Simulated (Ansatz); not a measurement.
`[F][GeH2][SH]`. The species carries charge 0 and has multiplicity 1.

```json
{"atom": "F1", "x (Å)": "1.511", "y (Å)": "1.101", "z (Å)": "-0.011"}
{"atom": "Ge2", "x (Å)": "0.454", "y (Å)": "-0.282", "z (Å)": "0.040"}
{"atom": "S3", "x (Å)": "-1.536", "y (Å)": "0.348", "z (Å)": "0.733"}
{"atom": "H4", "x (Å)": "0.419", "y (Å)": "-0.809", "z (Å)": "-1.397"}
{"atom": "H5", "x (Å)": "1.036", "y (Å)": "-1.235", "z (Å)": "1.085"}
{"atom": "H6", "x (Å)": "-1.885", "y (Å)": "0.877", "z (Å)": "-0.451"}
```

Question: What are the harmonic wavenumbers in cm⁻¹ at PBE0-D4/def2-TZVP (Ansatz, finite differences of forces, unscaled)? (Estimate.)

Answer: The calculation gave: 173, 203, 424, 476, 662, 692, 769, 807, 849, 2183, 2203, 2716.

Question: Is this a minimum?

Answer: Yes, all 12 modes are real.

Question: Give the ideal-gas thermochemistry at 298.15 K and 1 bar (rigid rotor, harmonic oscillator; point group C1, symmetry number 1).

Answer: Zero-point energy 72.7 kJ/mol; H(298) − E = 88.3 kJ/mol; entropy 306.6 J/(mol·K), of which translation 169.2, rotation 106.5, vibration 30.9; G(298) − E = -3.1 kJ/mol.

Question: And at 400, 500, 600, 800 and 1000 K?

Answer: 
| T (K) | H − E (kJ/mol) | S (J/mol/K) | G − E (kJ/mol) |
| --- | --- | --- | --- |
| 400 | 96.6 | 330.5 | -35.6 |
| 500 | 105.6 | 350.6 | -69.7 |
| 600 | 115.3 | 368.2 | -105.6 |
| 800 | 136.1 | 398.0 | -182.4 |
| 1000 | 158.3 | 422.8 | -264.5 |

Question: Rotational constants (cm⁻¹)?

Answer: 0.4162, 0.1104, 0.09208.
